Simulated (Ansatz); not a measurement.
BFH4O2Si, SMILES `OB(O)[SiH2]F` at its PBE0-D4/def2-TZVP geometry, where that method's forces vanish. The species carries charge 0 and has multiplicity 1.

```
atom   x (Å)   y (Å)   z (Å)
  O1  -0.865  -1.589   0.199
  B2  -0.655  -0.239   0.230
  O3  -1.653   0.555   0.686
 Si4   1.095   0.633  -0.337
  F5   0.831   2.001  -1.133
  H6  -0.141  -2.099  -0.168
  H7  -2.440   0.057   0.935
  H8   1.962   0.950   0.831
  H9   1.867  -0.268  -1.241
```

**Question.** For each bond, give half the difference of the two atoms' forces along it (eV/Å; positive pushes the atoms apart) under PBE-D4, r2SCAN-D4, B3LYP-D4, ωB97M-V in def2-TZVPP. (An estimate is asked.)

**Answer.** Computed: 
```csv
bond,length (Å),PBE-D4,r2SCAN-D4,B3LYP-D4,ωB97M-V
O1–B2,1.366,0.27,0.16,0.12,0.16
O1–H6,0.959,0.35,0.00,-0.03,-0.09
B2–O3,1.354,0.29,0.16,0.09,0.17
B2–Si4,2.036,-0.36,-0.13,-0.08,-0.15
O3–H7,0.964,0.38,0.01,-0.01,-0.09
Si4–F5,1.605,0.55,0.05,0.22,0.20
Si4–H8,1.488,0.06,-0.01,-0.10,-0.16
Si4–H9,1.492,0.05,-0.02,-0.10,-0.14
```

B3LYP here is the variant with VWN-RPA as its local correlation; programs differ in this.
